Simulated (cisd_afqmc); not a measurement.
Input (X2C-AFQMC/CISD/cc-pwCVTZ-DK; cisd_afqmc is a phaseless AFQMC code with CISD trial states that reads the integrals written by Ansatz): The .json basis holds the Basis Set Exchange's core-valence set for the 3d metal and cc-pVXZ-DK of the same size for its partners.

Ansatz 0.2 input:
```python
import cisd_afqmc

open("ham.yaml", "w").write("""\
crystal:
  periodic: [false, false, false]
  atoms:
    - {symbol: Fe, position_ang: [0.00000000, 0.00000000, 0.00000000]}
basis:
  gaussian:
    orbitals: cc-pwCVTZ-DK.json
total_charge: 1
magnetization: {spin_polarized: true, initial_magnetization: 5}
correlation: {method: ccsd, frozen_orbitals: {Fe: 5}, hamiltonian_folder: ham}
scf: {lower_state_search: full}
""")
rep = cisd_afqmc.ansatz("ham.yaml")
e_ccsd = rep["correlation"]["coupled_cluster"]["energy"]["hartree"]
out = cisd_afqmc.run("ham", e_ccsd, trial="CISD", walkers=100, populations=8, threads=8, dt=0.005, steps=40, early=36, settle=10, least=32,
    cut=5e-5, rank_cut=2e-4, target=0.0003, seconds=3000, seed=4, memory=17280, gpu=False)
```

Output:

```
orbitals 97, occupied [10, 5], factors 502 of 627, rank of the doubles 677 of 1330
E(HF) = -1271.115973
E(CCSD) on the cut factors = -1271.683454, shift to the whole factors -0.000009
Energy of the trial state on the determinant = -1271.683450
  tau behind 10.8 of longer steps, mean of the populations' last blocks
   2.0  -1271.69626
   4.0  -1271.69573
   6.0  -1271.69500
   8.0  -1271.69400
  10.0  -1271.69553
blocks 378 (1 outliers left out), error by blocks joined: 1: 0.00023, 2: 0.00025, 4: 0.00027, 8: 0.00027, 16: 0.00027
E(AFQMC/CISD) = -1271.69508 +/- 0.00027
```
